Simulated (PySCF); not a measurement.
BeFI, SMILES [F][Be][I].

Geometry optimised at PBE-D3(BJ)/def2-TZVP. The def2 effective core potentials stand for the cores of I; spin–orbit coupling is left out.

Calculation: HF/def2-TZVPD (PySCF).

The molecule is in vacuum.

```yaml
total_energy: -410.93238 hartree
point_group: C∞v
highest_occupied_level: -10.73 eV
lowest_empty_level: 0.91 eV
orbital_gap: 11.64 eV
dipole_moment: 0.56 D
quadrupole, principal values (traceless, Buckingham form, about the centre of nuclear charge): -7.30, 3.65, 3.65 D·Å
mean_static_polarisability: 45.0 bohr³ (6.66 Å³)
polarisability_principal_values: 41.2, 41.2, 52.6 bohr³
```
